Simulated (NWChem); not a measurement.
# Correlation energy of BI$_{2}$

SMILES: [B](I)I
```xyz
3

I      1.9059     0.0000    -0.0412
B      0.0000     0.0000     0.8724
I     -1.9059     0.0000    -0.0412
```
Charge 0, spin multiplicity 2.

Program: NWChem. The geometry was optimised at UB3LYP/def2-SVP with def2 effective core potentials on I, a minimum by its harmonic frequencies.

Basis set: def2-SVP. Each correlation energy counts from its own Hartree-Fock reference.

Effective core potentials replace the inner electrons of I; spin-orbit coupling is left out. The correlated methods keep 9 core orbitals frozen. The structure started from a generated list of species. The unpaired electrons of the parent sit in orbitals of symmetry a1 (C2v labels of the run); other states weren't searched. The stability of the SCF solutions was not checked. Open-shell Hartree-Fock references start from PBE0 orbitals. Coupled-cluster values serve here as a point of comparison, not as the truth.

Problem. Order these methods by the correlation energy they give, lowest first: CCSD on ROHF, CCSD[T] on UHF, UMP2, CCSD(T) on UHF, SCS-UMP2.

Solution. CCSD[T] on UHF (-330.9 mHa), CCSD(T) on UHF (-329.7 mHa), CCSD on ROHF (-320.8 mHa), UMP2 (-298.6 mHa), SCS-UMP2 (-278.9 mHa)
